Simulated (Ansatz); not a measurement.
Basis-set extrapolation for BCl₅Si, SMILES `ClB(Cl)[Si](Cl)(Cl)Cl` (PBE0-D4/def2-TZVP geometry, frozen core, Ansatz). Multiplicity 1, RHF reference.

|  | def2-TZVPP | def2-QZVPP |
| --- | --- | --- |
| HF | -2611.439537 | -2611.512191 |
| MP2 correlation | -1.143768 | -1.258461 |
| CCSD(T) correlation | -1.278744 | not run |

Energies in hartree. Use E(X) = E(∞) + A·exp(−7.88·√X) for Hartree–Fock and E(X) = E(∞) + B·X^(−2.97) for correlation, with X = 3 and 4, and add CCSD(T) minus MP2 of the smaller set to the MP2 limit.

Question: What is the CCSD(T) energy at the basis-set limit?

Answer: HF limit: -2611.512191 + (-0.072654) × 0.13774 = -2611.52220. MP2 limit: -1.258461 + (-0.114693) × 0.74074 = -1.34342. Higher-order term: -1.278744 − (-1.143768) = -0.13498. Total: -2613.00060 hartree, 741.2 kJ/mol below CCSD(T)/def2-TZVPP.
